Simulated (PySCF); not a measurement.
SMILES [GeH3][CH2][Si](C)(C)C, GFN2-xTB optimised geometry.

```
20

C     -0.21    -1.20     1.54
Si     0.44    -0.28     0.00
C      2.35    -0.28     0.00
C     -0.21     1.51     0.00
C     -0.18    -1.18    -1.57
Ge    -2.13    -1.29    -1.72
H      0.17    -0.76     2.46
H      0.09    -2.24     1.53
H     -1.30    -1.17     1.58
H      2.74    -1.29     0.01
H      2.74     0.22    -0.88
H      2.73     0.23     0.88
H      0.13     2.06    -0.88
H      0.13     2.06     0.88
H     -1.30     1.53     0.00
H      0.20    -0.66    -2.46
H      0.23    -2.19    -1.60
H     -2.54    -1.99    -2.99
H     -2.74    -2.06    -0.59
H     -2.79     0.05    -1.75
```

Density from PySCF with PBE0/def2-SVP at that geometry.

Minimum of the electron density along straight lines between bonded atoms, close to the bond critical point (lines longer than 1.1 times the sum of covalent radii, or with two minima, are not listed):

```tsv
bond	length / Å	ρ at the minimum / e bohr⁻³	∇²ρ there / e bohr⁻⁵	position (fraction from the first atom)
C1–Si2	1.906	0.110	0.32	0.62
Si2–C3	1.909	0.109	0.31	0.38
Si2–C4	1.906	0.110	0.32	0.38
Si2–C5	1.913	0.107	0.32	0.38
C5–Ge6	1.961	0.125	?	0.53
C1–H7	1.086	0.271	-0.96	0.62
C1–H8	1.086	0.271	-0.96	0.62
C1–H9	1.087	0.271	-0.96	0.62
C3–H10	1.086	0.271	-0.96	0.62
C3–H11	1.086	0.271	-0.96	0.62
C3–H12	1.085	0.272	-0.97	0.62
C4–H13	1.086	0.271	-0.96	0.62
C4–H14	1.086	0.271	-0.96	0.62
C4–H15	1.086	0.271	-0.96	0.62
C5–H16	1.089	0.268	-0.93	0.62
C5–H17	1.090	0.268	-0.93	0.62
Ge6–H18	1.502	0.140	0.08	0.59
Ge6–H19	1.496	0.141	0.08	0.59
Ge6–H20	1.496	0.141	0.08	0.59
```

Problem. What belongs in the gaps?

Solution. 
- C5–Ge6, ∇²ρ there / e bohr⁻⁵: 0.04
